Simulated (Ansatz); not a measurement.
Consider the homolysis of the C–Si bond: `CO[SiH](C)[SiH3]` → `[CH3]`• + `CO[SiH][SiH3]`•.

Isolated molecules relaxed with PBE0-D4/def2-TZVP in Ansatz; ΔE leaves out vibrations. CCSD(T)/CBS is the MP2 limit (def2-TZVPP, def2-QZVPP) plus CCSD(T) − MP2 in def2-TZVPP, frozen cores. This one scheme is used for every species. DFT in def2-TZVPP. B3LYP here is the variant with VWN-RPA as its local correlation; programs differ in this. Open shells (•) are unrestricted, without spin–orbit coupling. One conformer a species, not always the lowest.

CCSD(T)/CBS gives +4.01 eV.

Another level gave +3.85 eV. Which?
A. PBE0-D4/def2-TZVPP
B. B3LYP/def2-TZVPP
C. MP2/def2-TZVPP
D. B2PLYP/def2-TZVPP

A. PBE0-D4 3.85, MP2/def2-TZVPP 4.06, B2PLYP 3.80, B3LYP 3.64 eV.

Largest T1 diagnostic among the species: 0.015.

From PBE to PBE0 (25 % exact exchange), in def2-TZVPP and without D4, ΔE moves by +0.03 eV. In def2-TZVPP, CCSD(T) changes the Hartree–Fock value by +1.07 eV (the triples alone add +0.08 eV) and MP2 by +1.22 eV; breaking electron pairs costs correlation energy, which Hartree–Fock lacks.
